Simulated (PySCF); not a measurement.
**Bromine: a sound run and one with changed settings**

Sound run: Br [Ar] 3d10 4s2 4p5, Br⁺ [Ar] 3d10 4s2 4p4. Computed with PySCF 2.14 in cc-pVDZ-PP with ECP10MDF (4s3p2d, 23 functions), with scalar relativity through the core potential. In the sound run the correlated levels freeze 3s2 3p6 3d10 outside the core potential. The sound run starts from symmetry-adapted Hartree-Fock orbitals and uses a fine grid where one is needed.

A second run was set up differently.

```json
{"species": "Br", "method": "MP2", "sound run (hartree)": "-415.56635", "changed run (hartree)": "-415.53451", "converged": "yes"}
{"species": "Br", "method": "CCSD(T)", "sound run (hartree)": "-415.58118", "changed run (hartree)": "-415.54406", "converged": "yes"}
{"species": "Br⁺", "method": "MP2", "sound run (hartree)": "-415.15109", "changed run (hartree)": "-415.11367", "converged": "yes"}
{"species": "Br⁺", "method": "CCSD(T)", "sound run (hartree)": "-415.16727", "changed run (hartree)": "-415.12171", "converged": "yes"}
```

Ionisation energy of Br:

```
 method  sound run (eV)  changed run (eV)
    UHF          10.750            10.750
    MP2          11.300            11.452
SCS-MP2          11.275            11.493
   CCSD          11.261            11.489
CCSD(T)          11.263            11.493
```

What was changed?
A. minimal basis
B. a valence shell is frozen
C. level shift left on
D. basis contracted for another Hamiltonian

B. Freezing a valence shell removes pair correlation that changes on ionisation.
